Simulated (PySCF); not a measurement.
**Electron correlation in Si(2+) (silicon, charge +2)**

[Ne] 3s2, closed-shell 1S. All numbers are calculated (PySCF 2.14, scalar relativity by spin-free X2C-1e, in cc-pVDZ-DK (4s3p1d, 18 functions)). Frozen: [Ne]; 2 electrons correlated.

Total MP2 correlation energy: -28.56 mhartree.

Same-spin part 0.00 and opposite-spin part -28.56 mhartree; SCS-MP2 scales them by 1/3 and 6/5 to -34.28 mhartree.

With two correlated electrons CCSD is exact within the correlated space (frozen core and kept virtual orbitals).

```
level  correlation energy (mhartree)
 CCSD                         -43.34
```

Diagnostics: T1 = 0.0052, D1 = 0.0074, largest double amplitude 0.117.

Question: Is a single reference adequate?

Answer: Mostly. T1 lies below 0.03, but a double amplitude of this size points to a near-degeneracy that CCSD handles and MP2 describes poorly.
